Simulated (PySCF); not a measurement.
Compound: C4H3F3.
Bonds: C1–C2 (triple), C2–C3, C3–C4, C4–F5, C4–F6, C4–F7. Hydrogens: H8 on C1; H9, H10 on C3.

The same species was optimised twice, with GFN2-xTB and with PBE0-D3(BJ)/def2-SVP (PySCF), and the same property calculations (PySCF, gas phase) were run on both structures.

| coordinate | GFN2-xTB | PBE0-D3(BJ)/def2-SVP | change |
| --- | --- | --- | --- |
| C1≡C2 (Å) | 1.195 | 1.209 | +0.014 |
| C4–F5 (Å) | 1.345 | 1.337 | -0.008 |
| C4–F6 (Å) | 1.339 | 1.332 | -0.007 |
| C4–F7 (Å) | 1.339 | 1.332 | -0.007 |
| C3–C4 (Å) | 1.521 | 1.517 | -0.004 |
| C2–C3 (Å) | 1.450 | 1.453 | +0.003 |
| C2–C3–C4 (°) | 110.5 | 113.7 | +3.2 |
| C3–C4–F5 (°) | 111.2 | 109.7 | -1.5 |
| C1–C2–C3 (°) | 178.4 | 179.8 | +1.4 |
| F5–C4–F6 (°) | 106.5 | 107.8 | +1.3 |
| F5–C4–F7 (°) | 106.5 | 107.7 | +1.2 |
| C3–C4–F6 (°) | 112.7 | 111.6 | -1.1 |
| F6–C4–F7 (°) | 106.9 | 108.0 | +1.1 |
| C3–C4–F7 (°) | 112.7 | 111.8 | -0.9 |
| C2–C3–C4–F5 (°) | 180 | 180 | 0 |

Rotational constants: A = 5204, B = 1804, C = 1767 MHz (GFN2-xTB) against A = 5234, B = 1763, C = 1732 MHz (PBE0-D3(BJ)/def2-SVP). Point groups within 0.08 Å: Cs and Cs.

On the GFN2-xTB structure: lowest singlet, TDDFT (eV) 6.64 [B3LYP/def2-SVPD]; isotropic polarisability (au) 48.7 [B3LYP/def2-SVPD]; HOMO (eV) -8.20 [B3LYP/def2-SVPD]; LUMO (eV) 0.09 [B3LYP/def2-SVPD]; dipole (D) 2.17 [B3LYP/def2-SVPD]; HOMO (eV) -8.40 [PBE0/pcSseg-1]; LUMO (eV) 0.60 [PBE0/pcSseg-1]; dipole (D) 2.08 [PBE0/pcSseg-1]; GIAO shielding of C1 (ppm) 106.3 [PBE0/pcSseg-1]; GIAO shielding of C2 (ppm) 108.7 [PBE0/pcSseg-1]; GIAO shielding of C3 (ppm) 158.0 [PBE0/pcSseg-1]; GIAO shielding of C4 (ppm) 52.7 [PBE0/pcSseg-1]; GIAO shielding of F5/F6/F7 (mean) (ppm) 250.9 [PBE0/pcSseg-1].

**Question.** What do these properties become on the PBE0-D3(BJ)/def2-SVP structure?

**Answer.** 
| property | level | on GFN2-xTB | on PBE0-D3(BJ)/def2-SVP | change |
| --- | --- | --- | --- | --- |
| lowest singlet, TDDFT (eV) | B3LYP/def2-SVPD | 6.64 | 6.47 | -0.17 |
| isotropic polarisability (au) | B3LYP/def2-SVPD | 48.7 | 49.4 | +0.7 |
| HOMO (eV) | B3LYP/def2-SVPD | -8.20 | -8.11 | +0.09 |
| LUMO (eV) | B3LYP/def2-SVPD | 0.09 | 0.01 | -0.08 |
| dipole (D) | B3LYP/def2-SVPD | 2.17 | 2.01 | -0.16 |
| energy, GFN2-xTB geometry as zero (kcal/mol) | B3LYP/def2-SVPD | 0.0 | -0.8 | -0.8 |
| HOMO (eV) | PBE0/pcSseg-1 | -8.40 | -8.30 | +0.10 |
| LUMO (eV) | PBE0/pcSseg-1 | 0.60 | 0.51 | -0.09 |
| dipole (D) | PBE0/pcSseg-1 | 2.08 | 1.91 | -0.17 |
| energy, GFN2-xTB geometry as zero (kcal/mol) | PBE0/pcSseg-1 | 0.0 | -0.5 | -0.5 |
| GIAO shielding of C1 (ppm) | PBE0/pcSseg-1 | 106.3 | 104.8 | -1.5 |
| GIAO shielding of C2 (ppm) | PBE0/pcSseg-1 | 108.7 | 108.0 | -0.7 |
| GIAO shielding of C3 (ppm) | PBE0/pcSseg-1 | 158.0 | 156.6 | -1.4 |
| GIAO shielding of C4 (ppm) | PBE0/pcSseg-1 | 52.7 | 55.2 | +2.5 |
| GIAO shielding of F5/F6/F7 (mean) (ppm) | PBE0/pcSseg-1 | 250.9 | 256.7 | +5.8 |

The heavy atoms differ by 0.042 Å rms after alignment. Among bonds between heavy atoms C1≡C2 changes most (+0.014 Å). Changes are differences of the printed values. Neither structure is proved a minimum here.

Shape of the structure used: `[CH:1]#[C:2][CH2:3][C:4]([F:5])([F:6])[F:7]`: C2–C3–C4–F5 180°.
